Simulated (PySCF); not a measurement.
Identify the unknown among the candidates.

All candidates are C5H11NOSi3.

- 1H NMR: chemical shifts (computed TMS as zero) by class: 5.75 (1 H), 5.13 (1 H), 5.08 (1 H), 4.11 (1 H), 4.10 (1 H), 2.20 (1 H), 2.09 (1 H), 1.90 (1 H), 0.40 (3 H) ppm [GIAO PBE0/pcSseg-1]
- 13C NMR: chemical shifts (computed TMS as zero) by class: 122.0 (1 C), 104.0 (1 C), 88.1 (1 C), 5.0 (1 C), -9.5 (1 C) ppm [GIAO PBE0/pcSseg-1]
- NMR, other nuclei: isotropic shieldings of nuclei other than C and H, by class: -28 (1 N), 301 (1 O), 361 (1 Si), 403 (1 Si), 430 (1 Si) ppm [GIAO PBE0/pcSseg-1]
- Rotational structure: rotational constants A, B, C: 1.233, 0.426, 0.368 GHz [GFN2-xTB]
- Dipole: 3.82 D [PBE0/pcSseg-1]

Electronic properties: PySCF, gas phase, density fitting. Levels stand in brackets. One conformer (not necessarily the lowest) at the GFN2-xTB geometry, without solvent, vibrations or thermal averaging. NMR classes are plain means over equivalent atoms (diastereotopic ones count apart unless rotation or inversion swaps them), as if these changed places fast.

Question: Which candidate is it?
A. `CC#C[SiH2]O[Si@@H]1C=C[SiH2]N1`
B. `C=C(C)O[Si@@H]1[SiH2]C[Si@H]1C#N`
C. `C#C[SiH2]O[Si@@H](CC#N)[SiH2]C`
D. `N#C[Si@@H]1[C@@H](C=O)C[Si@@H]1C[SiH3]`

Answer: C. It is `C#C[SiH2]O[Si@@H](CC#N)[SiH2]C`. Numbering: `[CH:1]#[C:2][SiH2:3][O:4][Si@@H:5]([CH2:6][C:7]#[N:8])[SiH2:9][CH3:10]`. Its formula, C5H11NOSi3, gives 4 degrees of unsaturation: 0 rings and 4 π bonds in the structure found. 5 carbons fall into 5 classes; from least to most shielded: nitrile carbon [C7] (122.0 ppm), terminal alkyne carbon [C1] (104.0 ppm), alkyne carbon [C2] (88.1 ppm), sp3 carbon bound to silicon [C6] (5.0 ppm), Si-methyl carbon [C10] (-9.5 ppm). Hydrogen classes from least to most shielded: 1 H on an oxygen-bound silicon, Si5 (5.75 ppm), 1 H on an oxygen-bound silicon, Si3 (5.13 ppm), 1 H on an oxygen-bound silicon, Si3 (5.08 ppm), 1 H on an SiH2 silicon, Si9 (4.11 ppm), 1 H on an SiH2 silicon, Si9 (4.10 ppm), 1 H on an sp3 carbon bound to silicon, C6 (2.20 ppm), 1 H on a terminal alkyne carbon, C1 (2.09 ppm), 1 H on an sp3 carbon bound to silicon, C6 (1.90 ppm), 3 H on an Si-methyl carbon, C10 (0.40 ppm, a mean of values up to 0.5 ppm apart in this geometry). The other shieldings belong to: -28 ppm, nitrile nitrogen [N8]; 301 ppm, siloxane oxygen [O4]; 361 ppm, oxygen-bound silicon [Si5]; 403 ppm, oxygen-bound silicon [Si3]; 430 ppm, SiH2 silicon [Si9]. The optimised geometry has point group C1 and is an asymmetric top.

The others, at the same levels:
- `CC#C[SiH2]O[Si@@H]1C=C[SiH2]N1` fails: its computed 13C shifts are 158.1 (1 C), 156.1 (1 C), 113.3 (1 C), 86.1 (1 C), 6.3 (1 C) ppm, 1H shifts are 7.47 (1 H), 7.42 (1 H), 5.35 (1 H), 5.27 (1 H), 5.17 (1 H), 5.17 (1 H), 5.15 (1 H), 2.09 (3 H), 0.46 (1 H) ppm and rotational constant A is 0.959 GHz (against 1.233 GHz).
- `N#C[Si@@H]1[C@@H](C=O)C[Si@@H]1C[SiH3]` fails: its computed 13C shifts are 208.9 (1 C), 127.0 (1 C), 53.4 (1 C), 17.7 (1 C), -5.4 (1 C) ppm, 1H shifts are 10.23 (1 H), 5.96 (1 H), 4.66 (1 H), 4.32 (3 H), 3.49 (1 H), 1.98 (1 H), 1.76 (1 H), 0.27 (1 H), -0.08 (1 H) ppm and rotational constant A is 1.070 GHz (against 1.233 GHz).
- `C=C(C)O[Si@@H]1[SiH2]C[Si@H]1C#N` fails: its computed 13C shifts are 165.5 (1 C), 125.5 (1 C), 92.1 (1 C), 24.9 (1 C), -5.0 (1 C) ppm, 1H shifts are 6.56 (1 H), 5.28 (1 H), 4.76 (1 H), 4.70 (1 H), 4.30 (1 H), 3.86 (1 H), 1.93 (3 H), 1.00 (1 H), 0.79 (1 H) ppm and rotational constant A is 1.356 GHz (against 1.233 GHz).

Each candidate is one conformer, not necessarily the lowest. The conformers computed, where there is a choice (atom-mapped SMILES and torsion angles):
- `[CH:1]#[C:2][SiH2:3][O:4][Si@@H:5]([CH2:6][C:7]#[N:8])[SiH2:9][CH3:10]`: C2–Si3–O4–Si5 -42°, Si3–O4–Si5–C6 175°, O4–Si5–C6–C7 177°, O4–Si5–Si9–C10 170°
- `[N:1]#[C:2][Si@@H:3]1[C@@H:4]([CH:5]=[O:6])[CH2:7][Si@@H:8]1[CH2:9][SiH3:10]`: Si3–C4–C5–O6 73°, C7–Si8–C9–Si10 -31°
- `[CH2:1]=[C:2]([CH3:3])[O:4][Si@@H:5]1[SiH2:6][CH2:7][Si@H:8]1[C:9]#[N:10]`: C1–C2–O4–Si5 9°, C2–O4–Si5–Si6 -78°

The conformers of `CC#C[SiH2]O[Si@@H]1C=C[SiH2]N1` aren't listed.
